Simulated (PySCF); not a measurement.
A structure optimised at r2SCAN-D4/def2-SVP, used in a PySCF frequency run:

```xyz
9

B      0.2243    -0.1056     0.0000
Cl    -0.3617    -1.7829     0.0000
F      1.5412     0.1042     0.0000
N     -0.6721     0.9611     0.0000
C     -0.3109     2.3643     0.0000
H     -1.6660     0.7594     0.0000
H     -0.6958     2.8859     0.8929
H     -0.6958     2.8859    -0.8929
H      0.7835     2.4548     0.0000
```
Charge 0, spin multiplicity 1.

Write its SMILES, formula and point group.

CNB(F)Cl, CH4BClFN, Cs

What are its rotational constants (standard atomic weights)?

7.9563, 2.3298, 1.8230 GHz
